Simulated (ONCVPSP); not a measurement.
**An odd input for ONCVPSP 4.0.1 (Nd (Z = 60))**

Command:

```bash
oncvpsp.x < Nd.dat > Nd.out
```

Input:

```
# ATOM AND REFERENCE CONFIGURATION
# atsym  z   nc   nv     iexc    psfile
  Nd 60.00    9    4  -118130      upf
#
#   n    l    f
    1    0    2.00
    2    0    2.00
    2    1    6.00
    3    0    2.00
    3    1    6.00
    3    2   10.00
    4    0    2.00
    4    1    6.00
    4    2   10.00
    4    3    4.00
    5    0    2.00
    5    1    6.00
    6    0    1.00
#
# PSEUDOPOTENTIAL AND OPTIMIZATION
# lmax
    3
#
#   l,   rc,      ep,       ncon, nbas, qcut
    0    2.80    0.00    4    7    5.00
    1    2.00    0.00    3    6    4.60
    2    2.60    0.39    4    8    3.70
    3    1.75    0.00    4    9   11.40
#
# LOCAL POTENTIAL
# lloc, lpopt,  rc(5),   dvloc0
    4    0    1.35    0.00
#
# VANDERBILT-KLEINMAN-BYLANDER PROJECTORs
# l, nproj, debl
    0    2    1.70
    1    2    3.60
    2    2    0.70
    3    1    1.80
#
# MODEL CORE CHARGE
# icmod, fcfact, rcfact
    1    0.25    0.00
#
# LOG DERIVATIVE ANALYSIS
# epsh1, epsh2, depsh
   -3.00    5.00    0.02
#
# OUTPUT GRID
# rlmax, drl
    6.00    0.01
#
# TEST CONFIGURATIONS
# ncnf
    4
# nvcnf
#   n    l    f
    4
    4    3    4.00
    5    0    2.00
    5    1    6.00
    6    0    2.00
#
    4
    4    3    4.00
    5    0    2.00
    5    1    6.00
    6    0    0.00
#
    4
    4    3    3.00
    5    0    2.00
    5    1    6.00
    6    0    0.00
#
    4
    4    3    5.00
    5    0    2.00
    5    1    6.00
    6    0    0.00
#
```

This is an input that runs to its end, with one change: lpopt set to 0. The unchanged file is no sound one. Note: no bound ghost flagged; GHOST(+) flagged for s at 46.9 eV.

Question: How does the run end?

Answer: The program refuses the input: "test_data: must have 1 <= lpopt <= 5".

```
ONCVPSP  (Optimized Norm-Conservinng Vanderbilt PSeudopotential)
scalar-relativistic version 4.0.1

test_data: must have 1 <= lpopt <= 5
ERROR: test_data found   1 ERROR; stopping
```
